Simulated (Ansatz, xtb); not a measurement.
Relative energy of two isomers of CH3FGe

Structure I is `[CH2]=[GeH][F]`, a singlet and structure II is `[CH3][Ge][F]`, a triplet. Both are isolated molecules in the gas phase, relaxed with B3LYP-D3(BJ)/6-311G**.

I (Å):

```xyz
6

C     0.5398   -0.6782    0.8387
F    -0.6940    1.0256   -1.3689
Ge    0.4342   -0.2179   -0.8603
H     1.2407   -1.4465    1.1345
H    -0.0794   -0.2100    1.5898
H     1.1574   -0.6874   -2.1095
```

II (Å):

```xyz
6

C     0.4104   -0.5602    1.0806
F     0.7688    2.0538   -0.6292
Ge    1.4022    0.3969   -0.4446
H     0.8326   -1.5603    1.1449
H     0.5978    0.0227    1.9801
H    -0.6403   -0.5760    0.7982
```

**Question.** Estimate which is lower in electronic energy at CCSD(T)/def2-TZVPP, and by roughly how much.

**Answer.** The CCSD(T)/def2-TZVPP calculation puts structure I lower, by 17.1 kcal/mol.

How the difference moves with the method:

```
                level               geometry  E(II) − E(I) (kcal/mol)  departure from the last row (kcal/mol)  job, with rough time for the two
B3LYP-D3(BJ)/6-311G**  B3LYP-D3(BJ)/6-311G**                     +12.7                                    −4.4                optimisation, 82 s
        HF/def2-TZVPP  B3LYP-D3(BJ)/6-311G**                      −5.3                                   −22.4           part of the CCSD(T) run
       MP2/def2-TZVPP  B3LYP-D3(BJ)/6-311G**                     +17.5                                    +0.4           part of the CCSD(T) run
   CCSD(T)/def2-TZVPP  B3LYP-D3(BJ)/6-311G**                     +17.1                                                     single point, 3.9 min
```

As drawn, II has 1 C–Ge, 1 C–H in place of 1 C=Ge, 1 Ge–H.

HF/def2-TZVPP puts the two in the other order. The largest departure from CCSD(T)/def2-TZVPP is that of HF/def2-TZVPP, 22.4 kcal/mol. At CCSD(T)/def2-TZVPP a singlet with the links of II lies below this triplet. Levels run at GFN2-xTB geometries aren't shown.

With harmonic frequencies from B3LYP-D3(BJ)/6-311G** (ideal gas, rigid rotor, one conformer each, 400 K, 1 atm): on the last row, ΔE + ΔZPE = +19.3, ΔH = +19.4, ΔG = +17.2 kcal/mol.

Open shells are spin-unrestricted. The correlated steps freeze 11 core orbitals; the filled d shell of Ge is correlated, in a basis made for valence electrons. ΔG holds the spin degeneracy. Codes used: Ansatz 0.2.0; the last row on 2 threads of Intel(R) Xeon(R) Processor @ 2.50GHz (Skylake/Cascade Lake) on a shared host.
